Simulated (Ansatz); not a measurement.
The inner images of a band of AlCl$_{2}$H$_{3}$S (7 atoms, charge 0, multiplicity 1) are given out of order.

These are results of Ansatz, RKS PBE0/6-31G*, not measurements.

First end point:

```xyz
7
Properties=species:S:1:pos:R:3
Al 0.042 0.031 0.017
H -0.101 0.655 1.462
Cl 1.854 0.323 -1.036
Cl -1.712 -0.176 -1.170
S 0.284 -2.427 0.662
H -1.003 -2.775 0.472
H 0.137 -2.273 1.992
```

Last end point:

```xyz
7
Properties=species:S:1:pos:R:3
Al 0.109 -0.837 -0.507
H -0.034 0.347 2.185
Cl 1.828 0.308 -0.797
Cl -1.777 0.010 -0.823
S 0.317 -2.937 -0.008
H -1.014 -3.160 0.001
H 0.070 -0.373 2.349
```

Problem. Put them in order from the first end to the last, with their energies above the first end.
A.
```xyz
7
Properties=species:S:1:pos:R:3
Al 0.112 -0.627 -0.267
H -0.081 -0.083 1.724
Cl 1.839 0.461 -0.713
Cl -1.756 0.050 -0.932
S 0.335 -2.729 0.348
H -0.994 -2.871 0.539
H 0.043 -0.845 1.701
```
B.
```xyz
7
Properties=species:S:1:pos:R:3
Al 0.122 -0.759 -0.378
H -0.089 0.149 1.905
Cl 1.837 0.384 -0.710
Cl -1.757 0.066 -0.796
S 0.329 -2.862 0.124
H -1.000 -3.040 0.271
H 0.057 -0.582 1.983
```
C.
```xyz
7
Properties=species:S:1:pos:R:3
Al 0.042 -0.155 -0.035
H -0.094 0.140 1.531
Cl 1.889 0.384 -0.888
Cl -1.767 -0.058 -1.118
S 0.301 -2.541 0.651
H -1.018 -2.817 0.622
H 0.147 -1.597 1.636
```
D.
```xyz
7
Properties=species:S:1:pos:R:3
Al 0.064 -0.338 -0.097
H -0.070 -0.101 1.585
Cl 1.873 0.435 -0.807
Cl -1.781 -0.020 -1.041
S 0.320 -2.564 0.626
H -1.003 -2.823 0.605
H 0.095 -1.232 1.529
```
E.
```xyz
7
Properties=species:S:1:pos:R:3
Al 0.027 -0.051 -0.020
H -0.132 0.373 1.495
Cl 1.881 0.349 -0.952
Cl -1.731 -0.091 -1.205
S 0.276 -2.481 0.620
H -1.034 -2.794 0.608
H 0.212 -1.948 1.854
```

Solution. E (+1.8 kcal/mol), C (+8.7 kcal/mol), D (+18.7 kcal/mol), A (-0.7 kcal/mol), B (-6.2 kcal/mol).

The run took 3.9 min on 1 thread of Arm Neoverse V1, with other jobs on the host, peak memory 0.18 GiB.
